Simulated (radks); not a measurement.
Gd I, configuration [Xe] 4f7 5d1 6s2 (the NIST ground configuration).

Method: scalar-relativistic Kohn-Sham, PBE, spin-unpolarised, spherical densities, point nucleus; computed with a radial shooting solver on a logarithmic mesh with Libxc functionals.

Energy parts (eV):
part                      energy
total                 -306702.80
kinetic                329366.64
electron-nucleus      -748180.58
Hartree                118873.47
exchange-correlation    -6762.33

Orbitals (lengths in bohr, moments of r in powers of bohr; <r^-3> diverges for s and p1/2; r(max) is where P^2 peaks; r(90%) holds 90 % of the orbital's charge):
[
 {"orbital": "1s", "occ.": "2", "eigenvalue (eV)": "-50104.96", "<r>": "0.02190", "r(max)": "0.01392", "r(90%)": "0.0396", "<r^-3>": "-"},
 {"orbital": "2s", "occ.": "2", "eigenvalue (eV)": "-8272.971", "<r>": "0.09328", "r(max)": "0.07900", "r(90%)": "0.144", "<r^-3>": "-"},
 {"orbital": "2p", "occ.": "6", "eigenvalue (eV)": "-7361.536", "<r>": "0.08237", "r(max)": "0.06395", "r(90%)": "0.134", "<r^-3>": "11430"},
 {"orbital": "3s", "occ.": "2", "eigenvalue (eV)": "-1834.061", "<r>": "0.2444", "r(max)": "0.2242", "r(90%)": "0.358", "<r^-3>": "-"},
 {"orbital": "3p", "occ.": "6", "eigenvalue (eV)": "-1551.756", "<r>": "0.2430", "r(max)": "0.2200", "r(90%)": "0.364", "<r^-3>": "2397"},
 {"orbital": "3d", "occ.": "10", "eigenvalue (eV)": "-1179.300", "<r>": "0.2212", "r(max)": "0.1801", "r(90%)": "0.344", "<r^-3>": "323.3"},
 {"orbital": "4s", "occ.": "2", "eigenvalue (eV)": "-369.4379", "<r>": "0.5528", "r(max)": "0.5155", "r(90%)": "0.794", "<r^-3>": "-"},
 {"orbital": "4p", "occ.": "6", "eigenvalue (eV)": "-276.3926", "<r>": "0.5851", "r(max)": "0.5380", "r(90%)": "0.851", "<r^-3>": "534.9"},
 {"orbital": "4d", "occ.": "10", "eigenvalue (eV)": "-147.7178", "<r>": "0.6359", "r(max)": "0.5588", "r(90%)": "0.955", "<r^-3>": "60.35"},
 {"orbital": "5s", "occ.": "2", "eigenvalue (eV)": "-49.7408", "<r>": "1.332", "r(max)": "1.196", "r(90%)": "1.92", "<r^-3>": "-"},
 {"orbital": "5p", "occ.": "6", "eigenvalue (eV)": "-27.2645", "<r>": "1.561", "r(max)": "1.355", "r(90%)": "2.29", "<r^-3>": "72.79"},
 {"orbital": "4f", "occ.": "7", "eigenvalue (eV)": "-8.6968", "<r>": "0.8661", "r(max)": "0.5668", "r(90%)": "1.49", "<r^-3>": "8.090"},
 {"orbital": "6s", "occ.": "2", "eigenvalue (eV)": "-4.1261", "<r>": "3.990", "r(max)": "3.393", "r(90%)": "5.90", "<r^-3>": "-"},
 {"orbital": "5d", "occ.": "1", "eigenvalue (eV)": "-2.5330", "<r>": "2.848", "r(max)": "1.958", "r(90%)": "4.70", "<r^-3>": "2.852"}
]

The highest occupied level is 5d at -2.533 eV. The density falls to 0.001 e/bohr^3 at r = 5.24 bohr.
